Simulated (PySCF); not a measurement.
**How methods differ on the excitation energy of Au**

Au [Xe] 4f14 5d10 6s1 (2S) → Au [Xe] 4f14 5d9 6s2 (2D), as a difference of total energies. Calculation: PySCF 2.14, in aug-cc-pwCVDZ-PP with ECP60MDF; scalar relativity through the core potential. Correlated levels: valence and next inner shell: nothing frozen outside the core potential. The calculations carry no spin-orbit coupling.

```
                                method  excitation energy (eV)  error (eV)
                                   UHF                   1.762      +0.017
    MP2 (valence and next inner shell)                   1.642      -0.103
SCS-MP2 (valence and next inner shell)                   1.523      -0.222
   CCSD (valence and next inner shell)                   1.521      -0.224
CCSD(T) (valence and next inner shell)                   1.508      -0.237
```

Reference: 1.745 eV (measured; NIST levels, between the centres of gravity of the two terms).

Errors of the correlated levels include the incompleteness of this basis.
